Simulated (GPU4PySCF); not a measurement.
N-phenylbenzimidazole (C13H10N2), SMILES c1ccc(-n2cnc3ccccc32)cc1. Atoms are numbered in the order given.

```xyz
25

C      4.0027    -0.3596    -0.6806
C      3.0160    -1.2597    -1.0691
C      1.7072    -1.0998    -0.6345
C      1.3805    -0.0190     0.1833
N      0.0558     0.1481     0.6410
C     -0.3253     0.4571     1.9321
N     -1.6143     0.5363     2.1009
C     -2.1500     0.2752     0.8517
C     -3.4823     0.2515     0.4438
C     -3.7483    -0.0152    -0.8902
C     -2.7140    -0.2447    -1.8101
C     -1.3799    -0.2275    -1.4263
C     -1.1216     0.0231    -0.0833
C      2.3634     0.8913     0.5690
C      3.6727     0.7108     0.1432
H      5.0239    -0.4917    -1.0189
H      3.2677    -2.1019    -1.7039
H      0.9413    -1.8170    -0.9045
H      0.4201     0.5799     2.7056
H     -4.2748     0.4440     1.1576
H     -4.7754    -0.0408    -1.2362
H     -2.9613    -0.4375    -2.8480
H     -0.5865    -0.3902    -2.1459
H      2.0927     1.7435     1.1821
H      4.4347     1.4206     0.4448
```

Geometry optimised at r2SCAN-D4/def2-TZVP. Other conformers were not sampled.

Method: B3LYP/pcSseg-1 run with GPU4PySCF.

GIAO shieldings, no solvent; atoms listed in one row are averaged. δ = σ(ref) − σ: ¹³C against TMS (σ = 181.3 ppm); ¹⁵N against NH3 (σ = 265.5 ppm); ¹H against TMS (σ = 31.68 ppm), references at their B3LYP-D3(BJ)/def2-TZVP geometries, non-relativistic (references run with PySCF on processors).

### Question
Estimate the chemical shifts. (An estimate is asked for; the answer gives what the named calculation found.)

### Answer

| nucleus | atoms | count | δ (ppm) |
|---|---|---|---|
| ¹³C | C8 | 1 | 153.2 |
| ¹³C | C6 | 1 | 148.0 |
| ¹³C | C4 | 1 | 145.7 |
| ¹³C | C13 | 1 | 140.0 |
| ¹³C | C2, C15 | 2 | 136.9 |
| ¹³C | C1 | 1 | 133.6 |
| ¹³C | C3, C14 | 2 | 130.2 |
| ¹³C | C11 | 1 | 130.1 |
| ¹³C | C10 | 1 | 129.4 |
| ¹³C | C9 | 1 | 129.2 |
| ¹³C | C12 | 1 | 114.7 |
| ¹⁵N | N7 | 1 | 300.8 |
| ¹⁵N | N5 | 1 | 204.2 |
| ¹H | H20 | 1 | 8.11 |
| ¹H | H18 | 1 | 7.85 |
| ¹H | H19 | 1 | 7.82 |
| ¹H | H23 | 1 | 7.76 |
| ¹H | H17, H25 | 2 | 7.71 |
| ¹H | H16 | 1 | 7.54 |
| ¹H | H21 | 1 | 7.53 |
| ¹H | H22 | 1 | 7.48 |
| ¹H | H24 | 1 | 7.46 |
